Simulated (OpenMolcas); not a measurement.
An OpenMolcas run meant for As IV (ANO-RCC-MB, DKH2; inactive shells 1s 2s 2p 3s 3p 3d; intended active space 2 electrons in 4 orbitals (4s 4p)). One step of its input:

```
&RASSCF
FileOrb=start.orb
Symmetry=1
Spin=3
nElAct=2 0 0
Inactive=8 6
Ras2=1 3
CIRoot=3 3 1
SDav=3
CIMx=300
Iter=60 100
PrWF=0.3
OrbListing=Nothing
MaxOrb=0
Atom
CIOnly
>>> COPY $Project.JobIph JOB001
```

Lines from the output:

```
--- SEWARD ---
Basis set label: AS.ANO-RCC...4S3P1D.

      Electronic valence basis set:
      ------------------
      Associated Effective Charge  33.000000 au
      Associated Actual Charge     33.000000 au
      Nuclear Model: Point charge

      Shell  nPrim  nBasis  Cartesian Spherical Contaminant
         s      20       4        X
         p      17       3        X
         d      11       1                 X
                  Relativistic Douglas-Kroll-Hess integrals:
                    - DKH order of Hamiltonian: 2
                    - DKH order of Properties : 0
                  Atomic mean-field integrals
--- RASSCF ---

 Nr of active orbitals     NAC=   4
 Spin degeneracy         ISPIN=   3
 There can be no such wave function.
 ************************************************
--- Stop Module: rasscf at  /rc=_RC_INPUT_ERROR_ ---
.####################.
.# User input error #.
.####################.
```

Task: What is wrong with the input?

Result: A keyword is misspelt. OpenMolcas reads the first four letters of a keyword, so the setting is refused or falls back to its default.
